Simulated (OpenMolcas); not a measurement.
Ionisation energies of niobium

```yaml
Program: OpenMolcas
Basis: ANO-RCC-VDZP [6s5p3d1f]
Scalar_Hamiltonian: DKH2, point nucleus
Spin-orbit_coupling: state interaction with AMFI integrals over the reference wave functions, term energies averaged over their components
```

Active shells in each charge state: the valence d, s shells, with orbitals averaged over the low states. Where CASPT2's correlated closed shells are named, they are those of the first ion.

A. CASSCF
B. SS-CASPT2, IPEA 0.25 Eh, imaginary shift 0.1 Eh (closed shells correlated: 4s 4p)
C. SS-CASPT2, IPEA 0.25 Eh, imaginary shift 0.1 Eh (closed shells correlated: 3d 4s 4p)
D. SS-CASPT2, IPEA 0 Eh, imaginary shift 0.1 Eh (closed shells correlated: 4s 4p)

Energies in eV between the lowest computed levels, named as in B; reference values from the NIST Atomic Spectra Database with their kind.

```json
{"From": "Nb 4d4 5s 6D 1/2", "To": "Nb+ 4d4 5D0", "A": "6.207", "B": "6.781", "C": "6.797", "D": "6.911", "Spin-orbit share in B": "-0.027", "Reference": "6.759 (measured)"}
{"From": "Nb+ 4d4 5D0", "To": "Nb2+ 4d3 4F 3/2", "A": "12.995", "B": "13.935", "C": "13.929", "D": "14.001", "Spin-orbit share in B": "-0.033", "Reference": "14.320 (semi-empirical)"}
```

Error against the reference values, in %:

```
From       Reference     A     B     C     D
  Nb        measured  -8.2  +0.3  +0.6  +2.2
 Nb+  semi-empirical  -9.3  -2.7  -2.7  -2.2
```

Absolute error against the one measured value: A 0.55 eV, B 0.02 eV, C 0.04 eV, D 0.15 eV. B lies closest.

The lowest level within the active space need not be the ion's true ground level.
